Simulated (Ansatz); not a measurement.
Reactions of BrGaH$_{2}$O$_{2}$, SMILES `[OH][Ga]([OH])[Br]`.

Calculated with Ansatz (gas phase, PBE0-D4/def2-TZVP geometries, no zero-point term in ΔE). CBS: MP2 limit from def2 TZ/QZ plus the TZ coupled-cluster correction, frozen cores. This one scheme is used for every species, atoms too. Functionals use def2-TZVPP. No spin–orbit coupling; open shells (•) take unrestricted orbitals. Spin–orbit coupling would lower the free atoms: a little for O; clearly for Br, Ga. Bonds to Br, Ga, Se are less sure, by a few kJ/mol each and by 10 to 20 or more in all where they break to atoms, as the def2 sets lack core-valence functions. Scalar relativity is left out up to krypton. One conformer a species, not always the lowest.

```json
{"reaction": "`[OH][Ga]([OH])[Br]` + H₂O → `[OH][Ga]([OH])[OH]` + HBr", "CCSD(T)/CBS(def2) (kcal/mol)": "17.1"}
{"reaction": "`[OH][Ga]([OH])[Br]` + HCl → `[OH][Ga]([Cl])[Br]` + H₂O", "CCSD(T)/CBS(def2) (kcal/mol)": "-13.6"}
{"reaction": "`[OH][Ga]([OH])[Br]` + H₂ → `[OH][GaH][Br]` + H₂O", "CCSD(T)/CBS(def2) (kcal/mol)": "6.5"}
{"reaction": "`[OH][Ga]([OH])[Br]` → Br• + Ga• + 2 H• + 2 O•", "CCSD(T)/CBS(def2) (kcal/mol)": "481.5"}
{"reaction": "`[OH][Ga]([OH])[Br]` + H₂Se → `[OH][Ga]([OH])[SeH]` + HBr", "CCSD(T)/CBS(def2) (kcal/mol)": "?"}
{"reaction": "`[OH][Ga]([OH])[Br]` + H–F → `[OH][Ga]([OH])[F]` + HBr", "CCSD(T)/CBS(def2) (kcal/mol)": "?"}
```

Fill in the missing values. (Estimate.)

Computed: `[OH][Ga]([OH])[Br]` + H₂Se → `[OH][Ga]([OH])[SeH]` + HBr: +5.3 kcal/mol; `[OH][Ga]([OH])[Br]` + H–F → `[OH][Ga]([OH])[F]` + HBr: +12.3 kcal/mol.

Largest T1 diagnostic: 0.014, for `[OH][Ga]([OH])[F]`.
